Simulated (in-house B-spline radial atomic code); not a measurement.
The numbers below are computed, except where a source is named.
How size changes two electrons in a hard-walled Ge dot with a double donor at its centre

For Ge the NSM archive of the Ioffe Institute lists m_l = 1.6 m0, m_t = 0.08 m0 and ε = 16.2; the model takes one isotropic valley with the conductivity mass 3/(1/m_l + 2/m_t) = 0.117 m0, and so misses anisotropy and the other valleys. All triplets below are those of one valley; with several valleys two electrons can form a triplet in the 1s orbital itself, at an energy set by the valley splitting. Real donors also feel a central-cell potential, which shifts the ground state; some double donors stay shallow and helium-like, others are deep centres that this model can't describe.

Effective-mass model with parabolic bands, a uniform dielectric constant, no image charges, no central-cell or spin-orbit terms. Two-electron levels come from full CI in B-splines with partial waves to l = 5 (up to 0.001 effective hartree above the limit).

Ha* = 12.13 meV, a* = 7.327 nm.

```
R (nm)  s-p spacing (meV)  J_ss (meV)  charging energy, CI (meV)  gap to the lowest triplet, CI (meV)  leading natural occupation
  6.14                112        29.3                       28.4                                  103                       1.996
  8.21               68.5        23.3                       22.3                                 61.3                       1.995
  8.35               66.6          23                         22                                 59.5                       1.994
  10.6               46.1        19.5                       18.4                                 39.8                       1.993
  12.5               36.8        17.8                       16.6                                 30.8                       1.991
  13.3               34.2        17.3                       16.1                                 28.3                       1.991
    16               27.6        16.1                       14.7                                 21.8                       1.989
  19.3               23.5        15.5                       13.9                                 17.5                       1.987
  32.5               18.8        15.2                       13.3                                 11.3                       1.984
  46.2               18.3        15.2                       13.3                                 9.39                       1.984
  53.7               18.2        15.2                       13.3                                 9.09                       1.984
  89.4               18.2        15.2                       13.3                                 8.84                       1.984
    96               18.2        15.2                       13.3                                 8.84                       1.984
   102               18.2        15.2                       13.3                                 8.84                       1.984
```

(1) With what end-to-end powers of R do the columns change between the first and last rows?

(2) Where does repulsion overtake the orbital spacing, and what happens to the ratio of triplet gap to spacing?

Results:

(1) Spacing -0.65, J_ss -0.23, charging energy -0.27, triplet gap -0.87. In large dots the donor takes over: the spacing tends to 3/2 Ha* = 18.2 meV and the triplet gap to that of a helium-like centre, 0.7285 Ha* = 8.84 meV.

(2) J_ss stays below the spacing in all rows. The ratio goes from 0.92 to 0.49, while the leading occupation goes from 1.996 to 1.984. The lowest triplet changes from sp to ss between 32.5 and 46.2 nm.
